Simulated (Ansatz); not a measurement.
Computed with Ansatz on PBE0-D4/def2-TZVP structures; ΔE is electronic, products minus reactants. CBS: MP2 limit from def2 TZ/QZ plus the TZ coupled-cluster correction, frozen cores. This one scheme is used for every species. DFT in def2-TZVPP. B3LYP here is the variant with VWN-RPA as its local correlation; programs differ in this. HSE06 is defined as in plane-wave codes. Each species was taken in one conformer, which may not be the lowest.

`BO[SiH2]S` + H₂O → `O[SiH2]S` + `BO`  (formal hydrolysis of the Si–O bond)

```tsv
level	ΔE (kJ/mol)	difference from CCSD(T)/CBS
PBE-D4	-14.2	-8.0
revPBE-D4	-12.3	-6.1
r2SCAN-D4	-13.1	-6.9
B97M-V	-12.2	-6.0
PBE0-D4	-11.5	-5.3
B3LYP-D4	-9.5	-3.3
r2SCANh-D4	-12.2	-6.0
HSE06-D4	-11.6	-5.4
BHLYP-D4	-7.0	-0.8
CAM-B3LYP-D4	-10.7	-4.5
ωB97X-V	-11.2	-5.0
ωB97M-V	-11.5	-5.3
B2PLYP	-12.0	-5.8
PBE-QIDH	-10.7	-4.5
PBE	-17.1	-10.9
revPBE	-17.5	-11.3
BLYP	-16.6	-10.4
r2SCAN	-14.0	-7.8
B3LYP	-14.1	-7.9
r2SCANh	-13.2	-7.0
r2SCAN0	-12.2	-6.0
HSE06	-14.2	-8.0
BHLYP	-11.3	-5.1
CAM-B3LYP	-13.6	-7.4
LC-ωPBE	-14.1	-7.9
RPA@PBE/def2-TZVPP	-8.9	-2.7
HF/def2-SVP	-11.2	-5.0
MP2/def2-SVP	-15.4	-9.2
CCSD/def2-SVP	-14.3	-8.1
CCSD(T)/def2-SVP	-14.6	-8.4
HF/def2-TZVPP	-8.2	-2.0
SCS-MP2/def2-TZVPP	-8.9	-2.7
CCSD/def2-TZVPP	-8.5	-2.3
CCSD(T)/def2-TZVPP	-8.8	-2.6
HF/def2-QZVPP	-7.1	-0.9
MP2/def2-QZVPP	-6.8	-0.6
SCS-MP2/def2-QZVPP	-7.2	-1.0
HF/CBS(def2)	-6.9	-0.7
MP2/CBS(def2)	-6.0	0.2
CCSD/CBS(def2)	-5.9	0.3
CCSD(T)/CBS	-6.2	0
```

Largest T1 diagnostic among the species: 0.014.

From BLYP to BHLYP (50 % exact exchange), in def2-TZVPP and without D4, ΔE moves by +5.3 kJ/mol. The D4 term adds +4.6 kJ/mol with B3LYP and +2.7 kJ/mol with PBE0; it sums over pairs of atoms, weighted by their polarisabilities, and B3LYP, whose exchange is more repulsive, gets the larger term.
